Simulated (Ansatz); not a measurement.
Species: C$_{2}$H$_{8}$AlN, charge 0, multiplicity 1. SMILES: [CH3][Al]([CH3])[NH2]
Coordinates optimised at B3LYP-D3(BJ)/def2-TZVP (Ansatz, an electronic-structure program):
```xyz
12

C     -1.5296    -1.1936    -0.1710
Al    -0.0037     0.0198     0.0040
C      1.8556    -0.5612    -0.1885
N     -0.3219     1.7331     0.3551
H     -1.4702    -2.0125     0.5525
H     -2.4876    -0.6905    -0.0206
H     -1.5540    -1.6587    -1.1614
H      2.5679     0.2582    -0.0680
H      2.1089    -1.3288     0.5492
H      2.0314    -1.0088    -1.1716
H      0.3858     2.4428     0.4645
H     -1.2370     2.1393     0.4744
```

Quantity: vertical triplet-singlet gap (E(triplet) - E(singlet); each state is the SCF solution reached for its spin), in kJ/mol. Valence correlation only, unless marked. Open shells are spin-unrestricted. No spin-orbit coupling. No relativistic terms. Basis-set limits of correlation are two-point, X^-3; Hartree-Fock from the larger set. The bracket is a focal-point correction in the basis named.

| level | program | vertical triplet-singlet gap (kJ/mol) |
|---|---|---|
| HF/aug-cc-pV(D+d)Z | Ansatz | 445.0 |
| SVWN5/def2-TZVPD | Ansatz | 513.7 |
| B3LYP/def2-TZVPD | Ansatz | 535.8 |
| PBE0/def2-TZVPD | Ansatz | 532.5 |

What does RI-MP2/CBS(aug-cc-pV(T+d)Z,aug-cc-pV(Q+d)Z)+[CCSD(T)-MP2]/aug-cc-pV(T+d)Z (Ansatz) give?

555.9 kJ/mol, so PBE0/def2-TZVPD differs from it by -23.4 kJ/mol.
